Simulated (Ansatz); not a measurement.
`[OH][Nb]([OH])([OH])=[S]`. Total charge 0; spin multiplicity 1. Correlated methods include outer-core shells of Nb, which these sets cover unevenly. Nb takes the def2 core potential.

| atom | x (Å) | y (Å) | z (Å) |
| --- | --- | --- | --- |
| O1 | 0.1198 | 1.8560 | 0.2394 |
| Nb2 | 0.0181 | -0.0146 | 0.0226 |
| O3 | -1.7799 | -0.5568 | 0.1951 |
| O4 | 0.6348 | -0.4685 | -1.7008 |
| S5 | 1.2220 | -0.9900 | 1.5101 |
| H6 | 0.6061 | 2.3757 | 0.8813 |
| H7 | -2.1817 | -1.1659 | 0.8165 |
| H8 | 1.3609 | -1.0359 | -1.9642 |

Give the diagnostics of a CCSD(T)/def2-TZVPP run (frozen core, the Gaussian-basis code of Ansatz). (Estimate.)

Computed: T1 = 0.0229, largest single amplitude 0.046, largest double 0.027, (T) share of the correlation energy 5.0 %, 12 CCSD cycles. The RHF solution is stable towards an unrestricted one. T1 lies over the customary mark of 0.02 for closed shells; compounds of d metals often pass it without a breakdown.
